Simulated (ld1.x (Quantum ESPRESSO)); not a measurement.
# u(r) = r·R(r): atom against pseudo-atom (Ta)

Columns: radius, all-electron u(r) and pseudo u(r) of the 6p shell (level -12.54 eV) of tantalum in the configuration [Xe] 4f14 5d3 6s0 6p0; PBE, scalar-relativistic, TM scheme, ld1.x (Quantum ESPRESSO) 7.5.

| r (bohr) | all-electron | pseudo |
| --- | --- | --- |
| 0.148 | -0.1175 | 0.0022 |
| 0.295 | 0.1131 | 0.0086 |
| 0.443 | 0.1470 | 0.0192 |
| 0.590 | -0.0243 | 0.0339 |
| 0.738 | -0.1921 | 0.0526 |
| 0.885 | -0.2808 | 0.0749 |
| 1.033 | -0.2916 | 0.1011 |
| 1.180 | -0.2449 | 0.1305 |
| 1.328 | -0.1625 | 0.1637 |
| 1.475 | -0.0627 | 0.2000 |
| 1.623 | 0.0432 | 0.2399 |
| 1.770 | 0.1460 | 0.2828 |
| 1.918 | 0.2418 | 0.3288 |
| 2.065 | 0.3267 | 0.3764 |
| 2.213 | 0.4004 | 0.4249 |
| 2.360 | 0.4615 | 0.4714 |
| 2.508 | 0.5111 | 0.5140 |
| 2.655 | 0.5491 | 0.5496 |
| 2.802 | 0.5768 | 0.5768 |
| 2.950 | 0.5953 | 0.5953 |
| 3.098 | 0.6053 | 0.6053 |
| 3.245 | 0.6079 | 0.6079 |
| 3.393 | 0.6044 | 0.6044 |
| 3.540 | 0.5955 | 0.5955 |
| 3.688 | 0.5821 | 0.5821 |
| 3.835 | 0.5653 | 0.5653 |

(1) How many radial nodes do the two functions have?

(2) At about which radius was the pseudo-wave matched?

(3) Is the pseudo-wave norm-conserving?

Results:

(1) The all-electron 6p function has n − l − 1 = 4 (the table is too coarse to show those close to the nucleus); the pseudo-wave has 0, since the states of the same l below it are removed with the core.

(2) 2.95 bohr. The columns agree to 0.0005 from 2.65 bohr on; several derivatives are matched, so the curves merge somewhat inside the radius.

(3) Yes: the TM scheme keeps the norm inside the radius equal to the all-electron one, which fixes the energy derivative of the logarithmic derivative at the level.
